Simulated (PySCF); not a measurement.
Molecule: `O=C(O)CC[SiH3]`, C₃H₈O₂Si.

Atoms are numbered as in `[O:1]=[C:2]([OH:3])[CH2:4][CH2:5][SiH3:6]` (H(Xn): hydrogen on atom n).

Geometry PBE0-D3(BJ)/def2-SVP throughout; GIAO in PySCF, gas phase, one conformer, non-relativistic; equivalent atoms averaged; functional PBE0.

(1) How do the shifts δ (against H2O, TMS at the same level) depend on the basis set? (a selection of nuclei; ppm; last column core-seconds on 1 thread of an Arm Neoverse V1, shared host)

(2) Which nucleus among those listed moves most, in ppm?

(3) Taking the largest basis, def2-TZVP (240 functions), as the yardstick, rank the others by their worst heavy-atom deviation.

Results:

(1) 
```tsv
basis set	functions	O1	O3	C2	C4	Si6	H(O3)	H(C4)	H(Si6)	H(C5)	core-s
STO-3G	42	387.8	125.1	118.8	28.8	-62.2	5.38	1.90	1.81	0.49	3.8
6-31G	74	402.4	187.7	171.2	30.9	-40.2	5.51	2.57	3.87	0.76	7.5
6-31G*	104	370.5	177.5	163.9	28.6	-34.6	5.39	2.34	4.24	0.65	11
def2-SVP	128	400.2	194.5	170.3	27.7	-65.6	5.29	2.16	4.04	0.56	13
pcSseg-1	149	430.8	212.8	180.3	30.4	-62.8	5.79	2.39	4.04	0.75	13
6-311+G(2d,p)	218	410.2	200.1	178.9	30.1	-63.2	5.45	2.53	4.31	0.85	29
def2-TZVP	240	417.9	206.2	180.6	30.7	-64.5	5.50	2.50	4.34	0.81	35
```

(2) O3 (acid hydroxyl oxygen): from 125.1 ppm with STO-3G to 212.8 ppm with pcSseg-1. The smallest spread is 0.37 ppm, at H(C5). Proton shifts span only some 12 ppm, so a few tenths of a ppm matter as much there as several ppm in carbon.

(3) 6-311+G(2d,p) 7.7 ppm (218 functions), pcSseg-1 12.9 ppm (149 functions), def2-SVP 17.7 ppm (128 functions), 6-31G 24.3 ppm (74 functions), 6-31G* 47.4 ppm (104 functions), STO-3G 81.0 ppm (42 functions).

A small basis that lands close on one nucleus may do so by chance; judge by the trend and by all nuclei.
